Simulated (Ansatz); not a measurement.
Input file for ClH3HfS3, SMILES `[SH][Hf]([SH])([SH])[Cl]`:

```yaml
crystal:
  periodic: [false, false, false]
  atoms:
    - {symbol: S, position_ang: [-1.697721, 0.294165, 1.384489]}
    - {symbol: Hf, position_ang: [0.239440, 0.499271, -0.052790]}
    - {symbol: S, position_ang: [2.127158, -0.091814, 1.340296]}
    - {symbol: S, position_ang: [0.030451, -1.115236, -1.852470]}
    - {symbol: Cl, position_ang: [0.444039, 2.653674, -0.916854]}
    - {symbol: H, position_ang: [-2.472877, 0.885120, 0.450568]}
    - {symbol: H, position_ang: [2.175607, -1.305543, 0.755146]}
    - {symbol: H, position_ang: [-0.846097, -1.819637, -1.108365]}
basis:
  gaussian: {orbitals: def2-SVP}
correlation: {method: ccsd_t}
```

```sh
$ ansatz run in.yaml --threads 4 --pin off --events-out ev --progress --plain --max-ram 10444MiB
```

Output of Ansatz, abridged:

```
Functional definition: HF
  name "HF"
  cite "Fock, Z. Phys. 61, 126 (1930) doi:10.1007/BF01340294"
  parent pbe
  exchange = exact_x
  correlation = 0
1118 factors; integrals over basis functions are off by at most 1.0e-3 eV
mean field evaluation 1: about -46284.1182 eV, gradient 2.9e1 eV
mean field evaluation 2: about -46284.1349 eV, gradient 2.9e1 eV
mean field evaluation 4: about -46287.1813 eV, gradient 3.1e0 eV
mean field evaluation 8: about -46287.2394 eV, gradient 6.3e-4 eV
mean field -46287.23941667 eV, -1701.0246739448 hartree, gradient 2.6e-6 eV, S^2 0.000000; 0 other end points of the search recorded, 0 dependent functions left out
20 core orbitals not correlated: weight in the atoms' cores, before any rotation towards them, 1.000 or more for the frozen orbitals, at most 0.000 for the correlated occupied ones
reference -46287.23941667 eV, -1701.0246739448 hartree; 20, 20 occupied and 79, 79 virtual orbitals, 1118 factors
second order -20.43600133 eV of doubles, -0.00000000 eV of singles
cycle   1  -21.09208562 eV  change   -6.6e-1 eV  update   1.5e-1
cycle   2  -21.62354099 eV  change   -5.3e-1 eV  update   5.5e-2
cycle   3  -21.81312937 eV  change   -1.9e-1 eV  update   2.9e-2
cycle   4  -21.80578004 eV  change    7.3e-3 eV  update   7.5e-3
cycle   5  -21.80205661 eV  change    3.7e-3 eV  update   2.7e-3
cycle   6  -21.80169571 eV  change    3.6e-4 eV  update   9.2e-4
cycle   7  -21.80155618 eV  change    1.4e-4 eV  update   3.9e-4
cycle   8  -21.80173520 eV  change   -1.8e-4 eV  update   1.2e-4
cycle   9  -21.80180725 eV  change   -7.2e-5 eV  update   4.8e-5
cycle  10  -21.80177933 eV  change    2.8e-5 eV  update   1.6e-5
perturbative correction -0.78491872 eV, -0.0288452309 hartree
Total energy: -46309.82611472 eV, -1701.8547197884 hartree
```

Hardware: 4 threads of an Arm Neoverse V2 on a shared host. Wall time 8.5 s, peak host memory 0.6 GiB.

Correlation energy per correlated electron: -0.565 eV. T1 diagnostic: 0.0167.
